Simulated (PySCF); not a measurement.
Compound: C6H8O.
SMILES with atom numbers: `[CH2:1]=[C:2]([CH:3]=[O:4])/[CH:5]=[CH:6]/[CH3:7]` (hydrogens: H8, H9 on C1; H10 on C3; H11 on C5; H12 on C6; H13, H14, H15 on C7)

Structure optimised with GFN2-xTB, isolated species.

Q: What internal coordinates does the optimisation give?

A: 
| bond | length (bohr) |
| --- | --- |
| C1=C2 | 2.535 |
| C2–C3 | 2.793 |
| C3=O4 | 2.275 |
| C2–C5 | 2.752 |
| C5=C6 | 2.516 |
| C6–C7 | 2.814 |
| C1–H8 | 2.035 |
| C1–H9 | 2.035 |
| C3–H10 | 2.091 |
| C5–H11 | 2.048 |
| C6–H12 | 2.043 |
| C7–H13, C7–H14, C7–H15 | 2.058 |

Bonds in one row agree within 0.02 bohr and their mean is given. A selection of angles:
| angle | degrees |
| --- | --- |
| C2–C1–H8 | 120.2 |
| C2–C1–H9 | 122.2 |
| H8–C1–H9 | 117.6 |
| C1–C2–C3 | 117.8 |
| C1–C2–C5 | 121.7 |
| C3–C2–C5 | 120.5 |
| C2–C3–O4 | 125.0 |
| C2–C3–H10 | 114.5 |
| O4–C3–H10 | 120.5 |
| C2–C5–C6 | 126.7 |
| C2–C5–H11 | 114.5 |
| C6–C5–H11 | 118.8 |
| C5–C6–C7 | 123.9 |
| C5–C6–H12 | 121.0 |
| C7–C6–H12 | 115.1 |
| C6–C7–H13 | 110.0 |
| C6–C7–H15 | 111.3 |
| H13–C7–H14 | 107.3 |
| H13–C7–H15 | 108.8 |

Dihedral angles: C1–C2–C3–O4 17° (synperiplanar); C1–C2–C5–C6 -168° (antiperiplanar); C2–C5–C6–C7 179° (antiperiplanar). The mirror-image conformer, all signs reversed, is as good.

The 5 C–C bonds span 1.331 Å (C5=C6, drawn double) to 1.489 Å (C6–C7, drawn single), a spread of 0.158 Å. Of the pairs four or more bonds apart, H10···H12 is among the closest relative to their van der Waals radii: 2.15 Å, 90 % of the sum of Bondi's values.

Point group: C1 (no symmetry element, even within 0.4 Å). GFN2-xTB frequencies: not computed here. One conformer, not necessarily the lowest.
